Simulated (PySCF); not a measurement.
C₃H₆Ge.
Bonds: C1–C2, C2–C3 (triple), C3–Ge4. Hydrogens: H5, H6, H7 on C1; H8, H9, H10 on Ge4.

The calculation used PySCF, TDDFT wB97X-D/def2-SVPD, vertical, gas phase, core orbitals frozen in the response. Geometry: PBE0-D3(BJ)/def2-SVP; no solvent, vibrations or thermal averaging. Relativistic effects, spin–orbit coupling among them, are left out although an element past zinc is present.

Each state is given a Gaussian of 0.5 eV full width at half maximum, with ε(max) = 2.175×10⁸ f / Δν̃ (Δν̃ the width in cm⁻¹). The cross-section is σ = 3.8235×10⁻²¹ ε cm², given in Mb (10⁻¹⁸ cm²). The width is an assumption, not a result. The curve ends short of the highest state used, and states not computed would add to its high-energy end.

```json
{"E (eV)": "5.33", "σ (Mb)": "0.00"}
{"E (eV)": "5.42", "σ (Mb)": "0.00"}
{"E (eV)": "5.50", "σ (Mb)": "0.00"}
{"E (eV)": "5.59", "σ (Mb)": "0.00"}
{"E (eV)": "5.67", "σ (Mb)": "0.00"}
{"E (eV)": "5.75", "σ (Mb)": "0.00"}
{"E (eV)": "5.84", "σ (Mb)": "0.00"}
{"E (eV)": "5.92", "σ (Mb)": "0.01"}
{"E (eV)": "6.01", "σ (Mb)": "0.01"}
{"E (eV)": "6.09", "σ (Mb)": "0.02"}
{"E (eV)": "6.18", "σ (Mb)": "0.04"}
{"E (eV)": "6.26", "σ (Mb)": "0.04"}
{"E (eV)": "6.34", "σ (Mb)": "0.05"}
{"E (eV)": "6.43", "σ (Mb)": "0.04"}
{"E (eV)": "6.51", "σ (Mb)": "0.03"}
{"E (eV)": "6.60", "σ (Mb)": "0.03"}
{"E (eV)": "6.68", "σ (Mb)": "0.04"}
{"E (eV)": "6.77", "σ (Mb)": "0.08"}
{"E (eV)": "6.85", "σ (Mb)": "0.16"}
{"E (eV)": "6.93", "σ (Mb)": "0.29"}
{"E (eV)": "7.02", "σ (Mb)": "0.47"}
{"E (eV)": "7.10", "σ (Mb)": "0.63"}
{"E (eV)": "7.19", "σ (Mb)": "0.74"}
{"E (eV)": "7.27", "σ (Mb)": "0.74"}
{"E (eV)": "7.36", "σ (Mb)": "0.65"}
{"E (eV)": "7.44", "σ (Mb)": "0.58"}
{"E (eV)": "7.52", "σ (Mb)": "0.69"}
{"E (eV)": "7.61", "σ (Mb)": "1.38"}
{"E (eV)": "7.69", "σ (Mb)": "3.07"}
{"E (eV)": "7.78", "σ (Mb)": "7.53"}
```

**Question.** Locate the maxima and give the states behind the curve.

**Answer.** 196 nm (6.33 eV), ε about 12, made up of S2 (50%) and S3 (50%); 172 nm (7.23 eV), ε about 200, made up of S4 (50%) and S5 (50%) (ε in L mol⁻¹ cm⁻¹; maxima over ε = 5, shares over 10%). At its high-energy end, 7.78 eV, the curve is still rising (ε about 2000, from S6, S7 and S10). The states used: S1 6.08 eV (f 0.0000); S2 6.33 eV (f 0.0001); S3 6.33 eV (f 0.0001); S4 7.22 eV (f 0.0018); S5 7.22 eV (f 0.0018); S6 8.05 eV (f 0.020); S7 8.05 eV (f 0.020); S8 8.34 eV (f 0.0000); S9 8.34 eV (f 0.0000); S10 8.38 eV (f 0.976).

**Question.** Does any computed singlet lie in the visible range?

**Answer.** No computed singlet lies in the visible range (380 to 750 nm); the lowest, at 204 nm, stands 2.82 eV above its violet end (3.26 eV).

**Question.** Coming from long wavelengths, where does ε first pass 100 L mol⁻¹ cm⁻¹?

**Answer.** At about 178 nm (6.98 eV), 0.89 eV above S1.

**Question.** What would ε be at 7.23 eV, the highest of these maxima, with half the width (0.25 eV)?

**Answer.** About 389 L mol⁻¹ cm⁻¹ against 196, a factor of about 1.98; a lone state at its own centre would give exactly 2.

All these states lie below the vertical ionisation energy of 9.77 eV (ΔSCF).

The run took 31 s wall on an Arm Neoverse V1 with one thread, no GPU, shared host.
